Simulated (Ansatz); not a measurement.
```yaml
crystal:
  periodic: [false, false, false]
  atoms:
    - {symbol: C, position_ang: [-1.618286, -0.243072, 1.266318]}
    - {symbol: B, position_ang: [-0.210507, 0.018695, 0.649027]}
    - {symbol: F, position_ang: [0.806490, 0.353134, 1.459044]}
    - {symbol: O, position_ang: [0.046964, -0.073729, -0.674151]}
    - {symbol: Si, position_ang: [1.437380, 0.154056, -1.549760]}
    - {symbol: H, position_ang: [-1.960922, 0.639765, 1.814552]}
    - {symbol: H, position_ang: [-1.563616, -1.051576, 2.001734]}
    - {symbol: H, position_ang: [-2.364700, -0.501780, 0.516300]}
    - {symbol: H, position_ang: [1.923228, 1.546435, -1.387951]}
    - {symbol: H, position_ang: [1.085346, -0.098523, -2.965655]}
    - {symbol: H, position_ang: [2.484023, -0.800404, -1.108758]}
basis:
  gaussian: {orbitals: cc-pVTZ-DK}
magnetization: {spin_polarized: false, initial_magnetization: 2}
hamiltonian: {xc: {name: B97}}
```

```sh
$ ansatz run in.yaml --threads 4 --pin off --events-out ev --progress --plain --max-ram 10444MiB
```

Shortened log:

```
Functional definition: B97
1336 factors; their error is unknown
mean field evaluation 1: about -14454.7800 eV, gradient 7.7e1 eV
mean field evaluation 2: about -14344.8535 eV, gradient 2.0e2 eV
mean field evaluation 4: about -14460.9585 eV, gradient 4.2e1 eV
mean field evaluation 8: about -14469.7966 eV, gradient 2.1e0 eV
mean field evaluation 16: about -14469.8305 eV, gradient 6.6e-2 eV
mean field evaluation 32: about -14469.8305 eV, gradient 8.7e-4 eV
mean field evaluation 96: about -14469.6758 eV, gradient 9.7e-5 eV
mean field -14469.83053791 eV, -531.7564642648 hartree, gradient 9.5e-6 eV, S^2 2.000000; 10 other end points of the search recorded, 0 dependent functions left out
reference -14469.83057563 eV, -531.7564656509 hartree; 25, 23 occupied and 213, 215 virtual orbitals, 1336 factors
Total energy: -14469.83057563 eV, -531.7564656509 hartree
Relativity: scalar
```

Run time 78 s (4 threads of an Arm Neoverse V1 on a shared host); peak host memory 1.3 GiB.
